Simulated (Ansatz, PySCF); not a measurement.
Spectroscopic constants of BBr, closed-shell singlet (the spin of the measured ground state). No spin–orbit coupling. Br is treated without relativity.

The constants come from a fifth-degree fit in 1/R (seven points, main isotopes). In def2 and cc sets the state is the lowest found near the PBE0 minimum, followed along R. The singlet is held restricted.

Correlated levels freeze the inner cores; with def2 sets outer-core shells near the valence are correlated too. CBS: X⁻³ extrapolation of the correlation energy, Hartree–Fock from the larger set. Rows in 3-21G carry no dispersion term and start afresh at each structure; the Pople sets are all-electron and without relativity.

Codes used: Ansatz (an electronic-structure program); PySCF for 3-21G rows. Each number belongs to the level named beside it.

Task: What bond length and harmonic frequency does HF/3-21G give?

Result: r_e = 1.988 Å, ω_e = 544 cm⁻¹.

Task: What bond length and harmonic frequency does CAM-B3LYP/def2-TZVPP give, and what D_e (from each atom's lowest state at the same level)?

Result: r_e = 1.883 Å, ω_e = 693 cm⁻¹, D_e = 4.36 eV.

Task: What bond length and harmonic frequency does CCSD(T)/CBS(def2-TZVPP, def2-QZVPP) give, and what D_e (from each atom's lowest state at the same level)?

Result: r_e = 1.890 Å, ω_e = 688 cm⁻¹, D_e = 4.60 eV.

Measured for the ground state: ω_e 684.31 cm-1, ω_e x_e 3.52 cm-1, B_e 0.4894 cm-1, α_e 0.0035 cm-1 [NIST CCCBDB]. D_0 4.013 ± 0.005 eV (a handbook's tabulated 298 K bond energy less 3RT/2; such tables hold older values) [Luo, bond dissociation energies, CRC Handbook].

Doubts at one or more of the structures used: a restricted determinant that unrestricted orbitals would lower (CCSD(T)/CBS(def2-TZVPP, def2-QZVPP)).
